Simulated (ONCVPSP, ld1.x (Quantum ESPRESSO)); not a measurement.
## Potentials for O compared

Generated with ld1.x 7.5 (TM, RRKJ, ultrasoft, PAW), atompaw 4.2 or ONCVPSP 4.0.1. The cutoff is in Ry: for ld1.x and atompaw files where the sum of valence levels is converged to 10 mRy in a Bessel basis, for ONCV files where the hardest occupied wave has 1 mHa per electron of residual kinetic energy. The error is the largest all-electron minus pseudo excitation energy over each file’s own four to seven test configurations (ionisations up to +4, promotions, holes and added fractions of an electron), all of which were solved. The labels leave out finer settings (local radius, basis sizes, second energies), which also bear on the numbers. Spin-polarised tests are not counted. The rows are a selection from randomly drawn settings: files with unsolved tests, undetermined cutoffs or missed reference levels are left out.

A true bound ghost makes a file unfit for plane-wave use even where its test errors are small: the radial tests pick states by their node count and pass the ghost by.

| potential | cutoff (Ry) | largest error (meV) | bound ghosts |
| --- | --- | --- | --- |
| ONCV, LDA (Perdew-Zunger), scalar-relativistic, rc 0.75/2.05 (sp), local smoothed, core correction yes, reference 2s2 2p4, qcut 8.5/7.1, projectors 2/2 | 85 | +3048 | none |
| ONCV, PBEsol, scalar-relativistic, rc 0.60/1.20/1.20 (spd), local smoothed, core correction yes, reference 2s2 2p4, qcut 14.1/10/8.7, projectors 2/2/2 | 203 | +335 | s |
| ONCV, PBE, scalar-relativistic, rc 0.80/1.95/1.80 (spd), local smoothed, core correction yes, reference 2s1.5 2p4.5, qcut 10/8.2/6.3, projectors 1/1/2 | 84 | +536 | none |
| TM, BLYP, scalar-relativistic, rc 0.65/1.05/0.90 (spd), local d, core correction yes, reference 2s2 2p3.5 | 160 | +530 | none |
| ONCV, BLYP, scalar-relativistic, rc 0.75/1.00/1.05 (spd), local smoothed, core correction yes, reference 2s2 2p3, qcut 10.3/7.8/8.2, projectors 2/1/3 | 329 | +168 | none |
| ONCV, LDA (Perdew-Wang 92), scalar-relativistic, rc 0.95/1.70/1.50 (spd), local smoothed, core correction yes, reference 2s1.5 2p4.5, qcut 6/7.2/7.2, projectors 1/2/2 | 226 | +789 | none |

Task: Fill in the row for O: TM, PBEsol, scalar-relativistic, rc 0.75/1.40 (sp), local smoothed, core correction no, reference 2s1 2p5.

Result: cutoff 70 Ry, largest error +2211 meV, bound ghosts: none.

Task: Fill in the row for O: ONCV, PW91, non-relativistic, rc 0.85/1.05/0.90 (spd), local smoothed, core correction no, reference 2s2 2p4, qcut 7.7/7.1/10.9, projectors 2/3/3.

Result: cutoff 315 Ry, largest error +1461 meV, bound ghosts: p, d.

Task: Fill in the row for O: ONCV, LDA (Perdew-Zunger), fully relativistic, rc 0.90/1.25/1.30 (spd), local s, core correction no, reference 2s2 2p4, qcut 6.3/8.6/6.9, projectors 0/1/3.

Result: cutoff 237 Ry, largest error +1850 meV, bound ghosts: none.
